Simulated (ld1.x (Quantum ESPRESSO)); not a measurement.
What the settings do to the TM potential of Hf

Base potential:

```json
{"Element": "hafnium", "Generator": "ld1.x (Quantum ESPRESSO) 7.5", "Type": "norm-conserving Troullier–Martins (Kleinman–Bylander form)", "Functional": "PBE", "Relativity": "scalar-relativistic", "Frozen core": "[Kr] 4d10 4f14 5s2", "Valence charge": "10", "Reference configuration": "5p6 5d3 6s1 6p0", "Partial waves": "6s (bound): rc 2.30 bohr; 5p (bound): rc 2.00 bohr; 5d (bound): rc 1.80 bohr", "Local potential": "all-electron potential smoothed inside 2.05 bohr (lloc = -1)", "Core correction": "a·sin(br)/r model core, default radius (core density twice the valence density)"}
```

All-electron outer shells of the reference configuration (PBE, scalar-relativistic, ld1.x):

```
shell  level (eV)  outermost node (bohr)  outermost maximum (bohr)
   5s      -65.63                   0.55                      1.01
   5p      -34.30                   0.60                      1.16
   4f      -15.47                      –                      0.45
   6s       -4.74                   1.37                      2.96
   5d       -1.99                   0.67                      1.73
   6p       -1.28                   1.67                      4.26
```

Cutoffs, loose and tight: the cutoffs (Ry, on a coarse ladder) from which the occupation-weighted sum of valence levels, in a spherical-Bessel basis at the reference potential, stays within 10 and 1 mRy of its value at 400 Ry. They do not see the model core or the augmentation charge, which bear on the density cutoff. Test errors are all-electron minus pseudo excitation energies from the reference, over the configurations 5p6 5d2 6s2 6p0; 5p6 5d2 6s1 6p0; 5p6 5d2 6s0 6p0; 5p6 5d0 6s0 6p0; 5p6 5d2 6s0 6p2; 5p5 5d2 6s2 6p0; 5p6 5d2 6s0 6p1. A dash means not determined; rows that change the core or the reference have their own tests.

A true bound ghost makes a file unfit for plane-wave use even where its test errors are small: the radial tests pick states by their node count and pass the ghost by.

The default core radius of the base comes out at 1.00 bohr.

```tsv
change	outcome	cutoff, loose	cutoff, tight	bound ghosts	largest test error (meV)
base	generated	30 Ry	40 Ry	s	-445
core correction none	generated	30 Ry	40 Ry	s	-376
core correction a·sin(br)/r model core inside 0.70 bohr	generated	30 Ry	40 Ry	s	-445
core correction a·sin(br)/r model core inside 0.92 bohr	generated	30 Ry	40 Ry	s	-445
core correction a·sin(br)/r model core inside 1.16 bohr	generated	30 Ry	40 Ry	s	-445
core correction a·sin(br)/r model core inside 1.30 bohr	generated	30 Ry	40 Ry	s	-442
core correction a·sin(br)/r model core inside 1.60 bohr	generated	30 Ry	40 Ry	s	-428
core correction a·sin(br)/r model core inside 1.70 bohr	generated	30 Ry	40 Ry	s	-421
core correction a·sin(br)/r model core inside 1.92 bohr	generated	30 Ry	40 Ry	s	-406
core correction a·sin(br)/r model core inside 2.18 bohr	generated	30 Ry	40 Ry	s	-392
```
